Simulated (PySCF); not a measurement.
ClCs, triplet, at the geometry of the source list (a higher spin typed on purpose: for a closed-shell molecule this is an excited state) (core potentials on Cs). Base run: HF/def2-SVP in PySCF.

The PySCF input:
```python
from pyscf import gto, scf

mol = gto.Mole()
mol.atom = '''
    Cs   -0.896400   -0.791600   -0.841800
    Cl    0.896400    0.791600    0.841800
'''
mol.basis = 'def2-svp'
mol.ecp = {'Cs': 'def2-svp'}
mol.charge = 0
mol.spin = 2
mol.verbose = 4
mol.build()

mf = scf.UHF(mol)
mf.kernel()
mo_i, mo_e, stable_i, stable_e = mf.stability(internal=True, external=True, return_status=True, nroots=6, tol=1e-6)
print('internally stable:', stable_i, ' externally stable:', stable_e)
if not stable_i:
    umf = mf.copy()
    umf.scf_summary = {}
    umf.kernel(umf.make_rdm1(mo_i, mf.mo_occ))
```

The bond that is stretched is that between atoms 2 and 1. A test that says stable can miss a lower solution.

Variants of this job, named by their change:

```csv
change,ΔE vs base (kcal/mol),<S^2>,stability test says
base,0.000,2.006,external instability
bond × 1.25,-13.99,2.006,external instability
bond × 1.5,-14.88,2.006,external instability
bond × 1.8,-14.90,2.006,external instability
bond × 2.2,-14.81,2.006,external instability
bond × 3.0,-14.55,2.006,external instability
```

On stretching, the SCF can end on different states; <S^2> shows the spin contamination of each.
